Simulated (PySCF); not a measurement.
# Molecular orbitals of RbSr

PBE0 at R = 4.714 Å; PySCF, scalar-relativistic core potentials, basis sets Rb def2-SVP with ECP28, Sr def2-SVP with ECP28. State: ²Σ⁺ (doublet), unpaired electrons σ ↑. Only the outer orbitals are listed, counted within each symmetry, core potentials removing the inner ones.

```csv
spin,orbital,occ.,ε (eV),on Rb (%),main shells (%)
α,1π,1,-24.93,0,100 Sr p
α,1π,1,-24.93,0,100 Sr p
α,3σ,1,-24.89,0,100 Sr p
α,2π,1,-17.76,100,100 Rb p
α,2π,1,-17.76,100,100 Rb p
α,4σ,1,-17.74,100,100 Rb p
α,5σ,1,-4.20,14,"86 Sr s, 11 Rb s"
α,6σ,1,-2.79,69,"68 Rb s, 19 Sr p, 10 Sr s"
α,3π,0,-1.00,39,"58 Sr p, 34 Rb p"
α,3π,0,-1.00,39,"58 Sr p, 34 Rb p"
α,7σ,0,-0.95,49,"50 Sr p, 36 Rb p, 14 Rb s"
β,1π,1,-24.92,0,100 Sr p
β,1π,1,-24.92,0,100 Sr p
β,3σ,1,-24.86,0,100 Sr p
β,2π,1,-17.70,100,100 Rb p
β,2π,1,-17.70,100,100 Rb p
β,4σ,1,-17.67,100,100 Rb p
β,5σ,1,-3.99,4,94 Sr s
β,6σ,0,-1.48,63,"64 Rb s, 25 Sr p"
β,3π,0,-0.90,24,"67 Sr p, 17 Rb p, 10 Sr d"
β,3π,0,-0.90,24,"67 Sr p, 17 Rb p, 10 Sr d"
```

Q: Which are the highest filled and the lowest empty level, where do they sit, and how wide is the gap?

A: Highest filled α 6σ at -2.79 eV (in %: 68 Rb s, 19 Sr p, 10 Sr s); lowest empty β 6σ at -1.48 eV (in %: 64 Rb s, 25 Sr p); the gap at PBE0 is 1.31 eV.

The bond order (Mayer) is 0.47, the ⟨S²⟩ is 0.760 and the charge on Rb (Mulliken, basis-dependent) is 0.14. The charge on Rb (Löwdin, basis-dependent) is -0.15. The dipole moment (positive dipole means Rb(−)Sr(+)) is -1.78 D. The polarisability along the bond is 949.5 bohr³ and the polarisability across the bond is 417.0 bohr³.

Spin–orbit coupling is left out. The state is the lowest determinant that a PBE0 search found; another state may lie lower at other levels.
